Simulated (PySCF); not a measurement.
Two species compared at the same levels of theory.

First species: H₇N₂PSi.
InChI=1S/H7N2PSi/c1-4(2)3/h4H,1-3H2

Second species: AsGaH₆.
Bonds: Ga1–As2. Hydrogens: H3, H4, H5 on Ga1; H6, H7, H8 on As2.

Levels: PBE0/def2-SVPD for dipole moment, HOMO energy, LUMO energy, HOMO–LUMO gap, static isotropic polarisability and electronic spatial extent ⟨r²⟩ about the centre of nuclear charge; TDDFT PBE0/def2-SVPD for lowest singlet excitation; TDA PBE0/def2-SVPD for lowest triplet excitation (Tamm–Dancoff); ΔSCF PBE0/def2-SVPD for vertical ionisation energy; PBE0-D3(BJ)/def2-SVP for rotational constant A and rotational constant C. Geometries: PBE0-D3(BJ)/def2-SVP. All species are isolated and taken at one optimised geometry, non-relativistic unless stated. Electronic properties by PySCF.

Dipoles, sizes and rotational constants follow the conformer. The torsions of the flexible species, by atom-mapped SMILES:
- `[NH2:1][SiH:2]([NH2:3])[PH2:4]`: H–N1–Si2–N3 57°, H–N1–Si2–N3 -160°, H–N3–Si2–N1 -162°, H–N3–Si2–N1 53°, H–P4–Si2–N1 -56°, H–P4–Si2–N1 38°

Values for the first species:

* Dipole moment: 1.40 D
* HOMO energy: -6.72 eV
* LUMO energy: 0.28 eV
* HOMO–LUMO gap: 7.00 eV
* Lowest singlet excitation: 5.81 eV
* Lowest triplet excitation (Tamm–Dancoff): 5.35 eV
* Static isotropic polarisability: 73.2 au
* Vertical ionisation energy: 8.63 eV
* Electronic spatial extent ⟨r²⟩ about the centre of nuclear charge: 596 bohr²
* Rotational constant A: 6.088 GHz
* Rotational constant C: 2.172 GHz

(1) Estimate the same properties for the second species, and the change in each.

Results:

(1) 
```tsv
property	first	second	second less first
dipole moment	1.40 D	3.59 D	+2.19 D
HOMO energy	-6.72 eV	-7.91 eV	-1.19 eV
LUMO energy	0.28 eV	-0.52 eV	-0.80 eV
HOMO–LUMO gap	7.00 eV	7.39 eV	+0.39 eV
lowest singlet excitation	5.81 eV	6.24 eV	+0.43 eV
lowest triplet excitation (Tamm–Dancoff)	5.35 eV	5.88 eV	+0.53 eV
static isotropic polarisability	73.2 au	71.5 au	-1.7 au
vertical ionisation energy	8.63 eV	10.09 eV	+1.46 eV
electronic spatial extent ⟨r²⟩ about the centre of nuclear charge	596 bohr²	599 bohr²	+3 bohr²
rotational constant A	6.088 GHz	40.073 GHz	+33.985 GHz
rotational constant C	2.172 GHz	1.837 GHz	-0.335 GHz
```

On the first: The dipole equals about 4.7 × 10⁻³⁰ C·m (1 D = 3.33564 × 10⁻³⁰ C·m). The polarisability is 10.85 Å³ as a volume (1 au = 0.148185 Å³), or 1.46 au for each of the 50 electrons.

On the second: The polarisability is 10.60 Å³ as a volume (1 au = 0.148185 Å³), or 1.02 au for each of the 70 electrons. No computed singlet falls in the visible range (750 to 380 nm, 1.65 to 3.26 eV); S1 lies 2.98 eV above its blue end. Relativistic effects, spin–orbit coupling among them, are left out although an element past zinc is present.
